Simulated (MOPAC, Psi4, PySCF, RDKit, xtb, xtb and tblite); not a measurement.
Conformational energy of SMILES c1(C=O)ccc([SiH3])s1, singlet. Scanned: dihedral O1–C2–C3–S8; all other coordinates were relaxed at GFN2-xTB. Points at φ and −φ are mirror images.

Geometry of the scan point at -120° (Å):
```
14

O     -3.2603     1.1197     1.3324
C     -2.9833     0.3009     0.4966
C     -1.6267    -0.1474     0.1872
C     -0.6439    -0.5647     1.0443
C      0.5895    -0.7639     0.4013
C      0.5794    -0.4462    -0.9284
Si     1.9933    -0.4909    -2.1660
S     -0.9973     0.0740    -1.4144
H     -3.7554    -0.1012    -0.1921
H     -0.8222    -0.7492     2.0887
H      1.4715    -1.1175     0.9054
H      1.6170    -1.3783    -3.2669
H      3.1590    -1.0017    -1.4467
H      2.2236     0.8659    -2.6617
```

Levels: GFN2-xTB (xtb and tblite); MMFF94 // GFN2-xTB (RDKit); PBE0/def2-SVP // GFN2-xTB (Psi4); PBE0-D3(BJ)/def2-SVP // GFN2-xTB (Psi4); PBE/def2-SVP // GFN2-xTB (Psi4); PBE-D3(BJ)/def2-SVP // GFN2-xTB (Psi4); UFF // GFN2-xTB (RDKit); AM1, restricted, heats of formation // GFN2-xTB (MOPAC); PM7, restricted, heats of formation // GFN2-xTB (MOPAC); GFN1-xTB // GFN2-xTB (xtb); RKS-B3LYP/6-31G* = restricted B3LYP/6-31G*, spherical d, density fitting // GFN2-xTB (PySCF 2.14.0); RKS-M06-2X/6-31G* = restricted M06-2X/6-31G*, spherical d, density fitting // GFN2-xTB (PySCF); RHF/LANL2DZ = restricted Hartree-Fock/LANL2DZ, with its core potentials past Ne // GFN2-xTB in PySCF; RHF/STO-3G = restricted Hartree-Fock/STO-3G // GFN2-xTB run with PySCF.

Least-squares fit of E(φ) = a0 + Σ (a_n cos nφ + b_n sin nφ), n = 1 to 4, to the 12 scan points, in kJ/mol above the lowest point of each profile (levels whose profile four harmonics don't fit are not listed):

```
method                   a0     a1    b1      a2    b2     a3    b3     a4    b4  rms of fit
--------------------  -----  -----  ----  ------  ----  -----  ----  -----  ----  ----------
GFN2-xTB              16.53   1.31  0.00  -16.74  0.00  -0.36  0.00   1.39  0.00        0.23
MMFF94                23.81   5.61  0.00  -19.43  0.00  -0.04  0.00   1.60  0.00        0.29
PBE0/def2-SVP         23.00  -1.27  0.00  -22.05  0.00  -0.56  0.00   1.07  0.00        0.13
PBE0-D3(BJ)/def2-SVP  23.07  -1.27  0.00  -22.11  0.00  -0.59  0.00   1.09  0.00        0.14
PBE/def2-SVP          24.29  -1.04  0.00  -23.95  0.00  -0.58  0.00   1.66  0.00        0.31
PBE-D3(BJ)/def2-SVP   24.39  -1.03  0.00  -24.06  0.00  -0.60  0.00   1.68  0.00        0.32
UFF                   21.37   1.08  0.00  -22.45  0.00   0.21  0.00   2.99  0.00        0.69
AM1                    7.10  -0.03  0.00   -6.30  0.00   0.85  0.00  -0.35  0.00        0.25
PM7                    5.72  -2.28  0.00   -2.95  0.00   0.25  0.00  -1.05  0.00        0.39
GFN1-xTB              14.40   0.90  0.00  -14.23  0.00   0.00  0.00   0.75  0.00        0.06
RKS-B3LYP/6-31G*      24.37  -2.28  0.00  -22.63  0.00  -0.56  0.00   1.33  0.00        0.17
RKS-M06-2X/6-31G*     22.20  -2.40  0.00  -19.97  0.00  -0.53  0.00   0.80  0.00        0.05
RHF/LANL2DZ           19.19  -0.62  0.00  -18.31  0.00  -0.60  0.00   0.20  0.00        0.14
RHF/STO-3G            12.11  -1.16  0.00   -9.95  0.00  -0.32  0.00  -1.05  0.00        0.44
```

MMFF94 has few fitted parameters for silicon.
